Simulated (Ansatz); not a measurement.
## Molecular dynamics of Cl$_{3}$FH$_{2}$HfO

Input file:

```yaml
crystal:
  periodic: [false, false, false]
  atoms:
    - { symbol: Hf, position_ang: [0.19149, -0.369077, -0.120545] }
    - { symbol: Cl, position_ang: [0.975853, 0.245487, 2.514341] }
    - { symbol: Cl, position_ang: [2.105193, 0.642798, -1.058277] }
    - { symbol: F, position_ang: [-1.252159, 0.842495, 0.161663] }
    - { symbol: Cl, position_ang: [-0.671515, -1.653446, -1.90312] }
    - { symbol: O, position_ang: [0.482642, -1.977038, 1.11119] }
    - { symbol: H, position_ang: [0.373036, -2.935337, 1.06248] }
    - { symbol: H, position_ang: [0.824859, -1.13868, 2.176667] }
basis:
  gaussian: { orbitals: def2-SVP }
hamiltonian:
  xc: b3lyp
md:
  timestep: 0.5
  n_steps: 200
  ensemble: nve
  temperature: 100.0
  initial_velocities: maxwell_boltzmann
  seed: 9259
```

Launched with:

```bash
$ ansatz run input.yaml --threads 4 --pin off --max-ram 5120MiB --backend cpu --events-out ev --progress --plain --runs-dir out
```

It starts at the highest image of a converged band, a first-order saddle point between two minima.

Output, in part (one step line in 4, the closing report, with atoms numbered from 0):

```
md step     0: t =     0.00 fs  T =   100.0 K  F+E_penalty+E_count = -43666.14964369 eV  E_kin = 0.077556 eV  conserved = -43666.07208769 eV  (29 SCF iters)
md step     4: t =     2.00 fs  T =    94.3 K  F+E_penalty+E_count = -43666.14517813 eV  E_kin = 0.073128 eV  conserved = -43666.07205003 eV  (35 SCF iters)
md step     8: t =     4.00 fs  T =    85.1 K  F+E_penalty+E_count = -43666.13807567 eV  E_kin = 0.066028 eV  conserved = -43666.07204750 eV  (35 SCF iters)
md step    12: t =     6.00 fs  T =    76.8 K  F+E_penalty+E_count = -43666.13160420 eV  E_kin = 0.059587 eV  conserved = -43666.07201680 eV  (35 SCF iters)
md step    16: t =     8.00 fs  T =    75.5 K  F+E_penalty+E_count = -43666.13057879 eV  E_kin = 0.058529 eV  conserved = -43666.07204978 eV  (30 SCF iters)
md step    20: t =    10.00 fs  T =    73.9 K  F+E_penalty+E_count = -43666.12936193 eV  E_kin = 0.057305 eV  conserved = -43666.07205692 eV  (35 SCF iters)
md step    24: t =    12.00 fs  T =    68.5 K  F+E_penalty+E_count = -43666.12517464 eV  E_kin = 0.053114 eV  conserved = -43666.07206088 eV  (26 SCF iters)
md step    28: t =    14.00 fs  T =    59.9 K  F+E_penalty+E_count = -43666.11851728 eV  E_kin = 0.046492 eV  conserved = -43666.07202496 eV  (25 SCF iters)
md step    32: t =    16.00 fs  T =    57.6 K  F+E_penalty+E_count = -43666.11669372 eV  E_kin = 0.044675 eV  conserved = -43666.07201862 eV  (35 SCF iters)
md step    36: t =    18.00 fs  T =    63.3 K  F+E_penalty+E_count = -43666.12111057 eV  E_kin = 0.049059 eV  conserved = -43666.07205145 eV  (30 SCF iters)
md step    40: t =    20.00 fs  T =    68.3 K  F+E_penalty+E_count = -43666.12502947 eV  E_kin = 0.052968 eV  conserved = -43666.07206136 eV  (35 SCF iters)
md step    44: t =    22.00 fs  T =    67.9 K  F+E_penalty+E_count = -43666.12469461 eV  E_kin = 0.052629 eV  conserved = -43666.07206524 eV  (35 SCF iters)
md step    48: t =    24.00 fs  T =    61.8 K  F+E_penalty+E_count = -43666.11996306 eV  E_kin = 0.047935 eV  conserved = -43666.07202787 eV  (35 SCF iters)
md step    52: t =    26.00 fs  T =    58.5 K  F+E_penalty+E_count = -43666.11742946 eV  E_kin = 0.045393 eV  conserved = -43666.07203675 eV  (35 SCF iters)
md step    56: t =    28.00 fs  T =    58.5 K  F+E_penalty+E_count = -43666.11736916 eV  E_kin = 0.045351 eV  conserved = -43666.07201825 eV  (35 SCF iters)
md step    60: t =    30.00 fs  T =    63.9 K  F+E_penalty+E_count = -43666.12158630 eV  E_kin = 0.049535 eV  conserved = -43666.07205135 eV  (35 SCF iters)
md step    64: t =    32.00 fs  T =    68.7 K  F+E_penalty+E_count = -43666.12530675 eV  E_kin = 0.053282 eV  conserved = -43666.07202520 eV  (34 SCF iters)
md step    68: t =    34.00 fs  T =    77.9 K  F+E_penalty+E_count = -43666.13245786 eV  E_kin = 0.060436 eV  conserved = -43666.07202168 eV  (34 SCF iters)
md step    72: t =    36.00 fs  T =    96.6 K  F+E_penalty+E_count = -43666.14687907 eV  E_kin = 0.074921 eV  conserved = -43666.07195851 eV  (30 SCF iters)
md step    76: t =    38.00 fs  T =   141.9 K  F+E_penalty+E_count = -43666.18196598 eV  E_kin = 0.110034 eV  conserved = -43666.07193187 eV  (34 SCF iters)
md step    80: t =    40.00 fs  T =   225.0 K  F+E_penalty+E_count = -43666.24650016 eV  E_kin = 0.174505 eV  conserved = -43666.07199507 eV  (33 SCF iters)
md step    84: t =    42.00 fs  T =   324.2 K  F+E_penalty+E_count = -43666.32395979 eV  E_kin = 0.251468 eV  conserved = -43666.07249166 eV  (33 SCF iters)
md step    88: t =    44.00 fs  T =   349.4 K  F+E_penalty+E_count = -43666.34318654 eV  E_kin = 0.270972 eV  conserved = -43666.07221437 eV  (32 SCF iters)
md step    92: t =    46.00 fs  T =   382.1 K  F+E_penalty+E_count = -43666.36885617 eV  E_kin = 0.296331 eV  conserved = -43666.07252544 eV  (34 SCF iters)
md step    96: t =    48.00 fs  T =   373.0 K  F+E_penalty+E_count = -43666.36157622 eV  E_kin = 0.289249 eV  conserved = -43666.07232675 eV  (34 SCF iters)
md step   100: t =    50.00 fs  T =   373.3 K  F+E_penalty+E_count = -43666.36112716 eV  E_kin = 0.289523 eV  conserved = -43666.07160386 eV  (34 SCF iters)
md step   104: t =    52.00 fs  T =   542.2 K  F+E_penalty+E_count = -43666.49339075 eV  E_kin = 0.420533 eV  conserved = -43666.07285756 eV  (33 SCF iters)
md step   108: t =    54.00 fs  T =   590.2 K  F+E_penalty+E_count = -43666.53014411 eV  E_kin = 0.457705 eV  conserved = -43666.07243922 eV  (34 SCF iters)
md step   112: t =    56.00 fs  T =   605.5 K  F+E_penalty+E_count = -43666.54231189 eV  E_kin = 0.469635 eV  conserved = -43666.07267673 eV  (34 SCF iters)
md step   116: t =    58.00 fs  T =   566.8 K  F+E_penalty+E_count = -43666.51209739 eV  E_kin = 0.439567 eV  conserved = -43666.07253021 eV  (34 SCF iters)
md step   120: t =    60.00 fs  T =   468.9 K  F+E_penalty+E_count = -43666.43527848 eV  E_kin = 0.363695 eV  conserved = -43666.07158348 eV  (34 SCF iters)
md step   124: t =    62.00 fs  T =   545.9 K  F+E_penalty+E_count = -43666.49589161 eV  E_kin = 0.423387 eV  conserved = -43666.07250444 eV  (34 SCF iters)
md step   128: t =    64.00 fs  T =   590.9 K  F+E_penalty+E_count = -43666.53045255 eV  E_kin = 0.458308 eV  conserved = -43666.07214449 eV  (33 SCF iters)
md step   132: t =    66.00 fs  T =   708.5 K  F+E_penalty+E_count = -43666.62252187 eV  E_kin = 0.549498 eV  conserved = -43666.07302364 eV  (33 SCF iters)
md step   136: t =    68.00 fs  T =   724.1 K  F+E_penalty+E_count = -43666.63442458 eV  E_kin = 0.561620 eV  conserved = -43666.07280489 eV  (34 SCF iters)
md step   140: t =    70.00 fs  T =   630.5 K  F+E_penalty+E_count = -43666.56078562 eV  E_kin = 0.488981 eV  conserved = -43666.07180473 eV  (34 SCF iters)
md step   144: t =    72.00 fs  T =   656.9 K  F+E_penalty+E_count = -43666.58284328 eV  E_kin = 0.509472 eV  conserved = -43666.07337095 eV  (34 SCF iters)
md step   148: t =    74.00 fs  T =   611.4 K  F+E_penalty+E_count = -43666.54520488 eV  E_kin = 0.474165 eV  conserved = -43666.07104022 eV  (34 SCF iters)
md step   152: t =    76.00 fs  T =   797.3 K  F+E_penalty+E_count = -43666.69230300 eV  E_kin = 0.618388 eV  conserved = -43666.07391550 eV  (34 SCF iters)
md step   156: t =    78.00 fs  T =   734.7 K  F+E_penalty+E_count = -43666.64176553 eV  E_kin = 0.569825 eV  conserved = -43666.07194042 eV  (34 SCF iters)
md step   160: t =    80.00 fs  T =   739.3 K  F+E_penalty+E_count = -43666.64629532 eV  E_kin = 0.573345 eV  conserved = -43666.07295067 eV  (34 SCF iters)
md step   164: t =    82.00 fs  T =   625.1 K  F+E_penalty+E_count = -43666.55706202 eV  E_kin = 0.484808 eV  conserved = -43666.07225443 eV  (34 SCF iters)
md step   168: t =    84.00 fs  T =   599.3 K  F+E_penalty+E_count = -43666.53743840 eV  E_kin = 0.464758 eV  conserved = -43666.07268006 eV  (34 SCF iters)
md step   172: t =    86.00 fs  T =   628.2 K  F+E_penalty+E_count = -43666.55973495 eV  E_kin = 0.487230 eV  conserved = -43666.07250525 eV  (34 SCF iters)
md step   176: t =    88.00 fs  T =   641.5 K  F+E_penalty+E_count = -43666.56955805 eV  E_kin = 0.497558 eV  conserved = -43666.07200008 eV  (34 SCF iters)
md step   180: t =    90.00 fs  T =   725.6 K  F+E_penalty+E_count = -43666.63656340 eV  E_kin = 0.562728 eV  conserved = -43666.07383539 eV  (32 SCF iters)
md step   184: t =    92.00 fs  T =   572.4 K  F+E_penalty+E_count = -43666.51559504 eV  E_kin = 0.443930 eV  conserved = -43666.07166505 eV  (32 SCF iters)
md step   188: t =    94.00 fs  T =   525.5 K  F+E_penalty+E_count = -43666.48034903 eV  E_kin = 0.407536 eV  conserved = -43666.07281344 eV  (33 SCF iters)
md step   192: t =    96.00 fs  T =   479.1 K  F+E_penalty+E_count = -43666.44319970 eV  E_kin = 0.371535 eV  conserved = -43666.07166431 eV  (33 SCF iters)
md step   196: t =    98.00 fs  T =   616.4 K  F+E_penalty+E_count = -43666.55121313 eV  E_kin = 0.478065 eV  conserved = -43666.07314825 eV  (33 SCF iters)
md step   200: t =   100.00 fs  T =   621.9 K  F+E_penalty+E_count = -43666.55465183 eV  E_kin = 0.482301 eV  conserved = -43666.07235034 eV  (29 SCF iters)
Total energy: -43666.55498410 eV, -1604.7162974116 hartree
Atom 0 at     0.216053    -0.271219    -0.021958 Å, force    -0.796326    -1.097029    -2.150232 eV/Å
Atom 1 at     0.977127     0.125636     2.065336 Å, force     0.718905     0.273157     2.568916 eV/Å
Atom 2 at     2.052875     0.711320    -1.107245 Å, force     0.006778     0.081328    -0.206042 eV/Å
Atom 3 at    -1.299002     0.871527    -0.068560 Å, force     0.033123     0.146914     0.062839 eV/Å
Atom 4 at    -0.544811    -1.800724    -1.734574 Å, force    -0.001634    -0.191670     0.027450 eV/Å
Atom 5 at     0.172359    -2.543916     1.052639 Å, force    -0.531335     0.755268    -2.799387 eV/Å
Atom 6 at    -0.306597    -3.307527     0.672249 Å, force     0.265624     0.402432     0.137766 eV/Å
Atom 7 at     0.301910    -2.659031     1.964196 Å, force     0.304866    -0.370398     2.358690 eV/Å
Dipole moment:    -0.079802    -0.945450     0.721730 e Å
```

All steps were run. The conserved energy stayed within 0.23 meV per atom of its start (net change -0.033 meV per atom), so the integration is sound. The kinetic energy rose, since the run started high on the potential surface and went downhill. A run of 0.1 ps of so small a system gives no equilibrium averages. The orbitals stay closed-shell, which can raise the energy where a bond breaks towards radicals; this wasn't checked here.

Between its relaxed ends the band would form Cl2–H8 and break O6–H8. These pairs go: Cl2–H8 1.43 → 2.87 Å, O6–H8 1.40 → 0.93 Å. In the last frame they stand as before the step (other bonds may differ from the relaxed reactants and products). Also parted: Hf1–H8 2.50 → 3.11 Å. It ends as one piece, Cl3FH2HfO. Pairs count as bonded within 1.25 times the sum of covalent radii (0.12 Å more for H–H).

Last frame:

```xyz
8
Properties=species:S:1:pos:R:3
Hf 0.216 -0.271 -0.022
Cl 0.977 0.126 2.065
Cl 2.053 0.711 -1.107
F -1.299 0.872 -0.069
Cl -0.545 -1.801 -1.735
O 0.172 -2.544 1.053
H -0.307 -3.308 0.672
H 0.302 -2.659 1.964
```

Run time: 9.5 min on 4 threads of Arm Neoverse V1 (shared host), peak memory 0.35 GiB.
